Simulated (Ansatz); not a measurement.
`[F][AlH][CH2]CCl` + silanol → `[SiH3]OCCCl` + `[F][AlH2]`  (substitution at a C–Al bond)

Program: Ansatz. Geometries: PBE0-D4/def2-TZVP. ΔE: electronic, gas phase. CCSD(T)/CBS adds triple-zeta CCSD(T) − MP2 to the extrapolated MP2 energy (def2 sets, frozen cores). This one scheme is used for every species. Functionals use def2-TZVPP. B3LYP here is the variant with VWN-RPA as its local correlation; programs differ in this. One conformer a species, not always the lowest.

```json
{"level": "PBE-D4", "ΔE (eV)": "0.87"}
{"level": "r2SCAN-D4", "ΔE (eV)": "0.88"}
{"level": "B3LYP-D4", "ΔE (eV)": "0.80"}
{"level": "B2PLYP", "ΔE (eV)": "0.82"}
{"level": "r2SCAN", "ΔE (eV)": "0.88"}
{"level": "SCS-MP2/def2-TZVPP", "ΔE (eV)": "0.80"}
{"level": "CCSD(T)/def2-TZVPP", "ΔE (eV)": "0.81"}
{"level": "MP2/CBS(def2)", "ΔE (eV)": "0.92"}
```

**Question.** What does CCSD(T)/CBS give? (Estimate.)

**Answer.** Computed: +0.85 eV. The listed levels differ from it by 0.02, 0.03, -0.05, -0.03, 0.03, -0.05, -0.04, 0.07 eV.

Largest T1 diagnostic among the species: 0.012.

In def2-TZVPP, CCSD(T) changes the Hartree–Fock value by +0.16 eV (the triples alone add +0.01 eV) and MP2 by +0.23 eV.
